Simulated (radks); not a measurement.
All-electron atom: Tb59+ in [He] 2s2 2p2.

All-electron calculation, Dirac Kohn-Sham, exchange-only PBE, spin-unpolarised, spherical densities, finite nucleus; open shells fill j = l - 1/2 first; Fermi nuclear charge, rms radius 5.06 fm. Program: a radial shooting solver on a logarithmic mesh with Libxc functionals.

Energy parts (Ry):
part                   energy
total             -13080.9530
kinetic            14959.0038
electron-nucleus  -28499.9925
Hartree              613.9863
exchange            -153.9507

Orbitals (lengths in bohr, moments of r in powers of bohr):
| orbital | occ. | eigenvalue (Ry) | <1/r> | <r> |
|---|---|---|---|---|
| 1s1/2 | 2 | -4247.013 | 73.23 | 0.02145 |
| 2s1/2 | 2 | -1012.920 | 18.24 | 0.08753 |
| 2p1/2 | 2 | -995.1006 | 18.15 | 0.07250 |
| 2p3/2 | 0 | -934.4769 | 16.00 | 0.07885 |
| 3s1/2 | 0 | -431.1591 | 7.689 | 0.2050 |
| 3p1/2 | 0 | -425.3271 | 7.643 | 0.1911 |
| 3p3/2 | 0 | -407.9796 | 7.027 | 0.2002 |

The highest occupied level is 2p1/2 at -13539.0 eV. For comparison, the ionisation energy in NIST's Atomic Spectra Database is 13658 eV (theoretical). In exact Kohn-Sham theory the highest level is minus the ionisation energy, but local and semilocal functionals leave it too shallow, through self-interaction and a potential that decays too fast; potentials with the right tail come closer. The electron density at the nucleus is 6.734e+05 e/bohr^3. Summed over all electrons, <r^2> = 0.03231 bohr^2, which gives a Langevin (diamagnetic) susceptibility term of -0.0256 x 10^-6 cm^3/mol. The density falls to 0.001 e/bohr^3 at r = 0.33 bohr.

Beside tabulated values, note that spin-unpolarised runs miss the spin-polarisation part of the exchange energy of open shells.
